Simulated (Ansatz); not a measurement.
The cluster Si₂B₈, relaxed as a triplet with UKS PBE-D4/def2-SVP in Ansatz, starting from the PBE-D4/def2-SVP geometry of the neutral singlet. Force threshold 0.03 eV/Å.

The relaxation made no stability test and no search for a lower SCF solution. At PBE-D4/def2-SVP a singlet of charge 0 lies 0.90 eV below the triplet, each at its own geometry. The structure comes from a short search, and lower isomers may exist.

Start:

```xyz
10

B     1.481   -0.172   -1.949
B    -0.489    0.040    0.687
B    -0.989    0.893   -0.687
B     1.124   -1.013    0.781
B    -1.236   -0.049    2.119
B     1.869   -0.930   -0.635
B     0.105   -0.850    2.007
B     0.448   -0.002   -0.715
Si   -2.240    1.090    0.818
Si   -0.073    0.993   -2.425
```

(1) Estimate the energy that the relaxation releases and the steps that it takes.

(2) Does the start keep its bonding and symmetry?

(3) Predict the relaxed structure.

## Answers

(1) 4.3 kcal/mol, in 10 steps; 28 s on 4 threads of Arm Neoverse V1 on a shared host. No frequencies were taken in this run, so the end may be a saddle point.

(2) By distances, no bond broke or formed. The bond that changes most is B2–B4, from 1.93 to 1.83 Å (atoms count from 1). Point group C2v at the start, C2 at the end, both within 0.05 Å.

(3) 
| atom | x (Å) | y (Å) | z (Å) |
| --- | --- | --- | --- |
| B1 | 1.527 | -0.137 | -1.963 |
| B2 | -0.523 | -0.069 | 0.650 |
| B3 | -0.992 | 0.894 | -0.689 |
| B4 | 1.073 | -0.967 | 0.746 |
| B5 | -1.278 | -0.088 | 2.136 |
| B6 | 1.865 | -0.961 | -0.656 |
| B7 | 0.117 | -0.827 | 2.033 |
| B8 | 0.516 | 0.076 | -0.656 |
| Si9 | -2.213 | 1.153 | 0.874 |
| Si10 | -0.092 | 0.924 | -2.475 |
Bond lengths: 13 × B–B 1.58 to 1.83 Å; 6 × B–Si 2.00 to 2.10 Å.
